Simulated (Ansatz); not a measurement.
Basis-set extrapolation for C2H6BNOS (`OB/C=N/CS`) (PBE0-D4/def2-TZVP geometry, frozen core, Ansatz 0.2.0). Multiplicity 1, RHF reference.

```csv
,def2-TZVPP,def2-QZVPP
HF,-630.885417,-630.907626
MP2 correlation,-1.039862,-1.116200
CCSD(T) correlation,-1.133261,not run
```

Energies in hartree. Use E(X) = E(∞) + A·exp(−7.88·√X) for Hartree–Fock and E(X) = E(∞) + B·X^(−2.97) for correlation, with X = 3 and 4, and add CCSD(T) minus MP2 of the smaller set to the MP2 limit.

Problem. What is the CCSD(T) energy at the basis-set limit?

Solution. HF limit: -630.907626 + (-0.022209) × 0.13774 = -630.91069. MP2 limit: -1.116200 + (-0.076338) × 0.74074 = -1.17275. Higher-order term: -1.133261 − (-1.039862) = -0.09340. Total: -632.17684 hartree, 99.2 kcal/mol below CCSD(T)/def2-TZVPP.
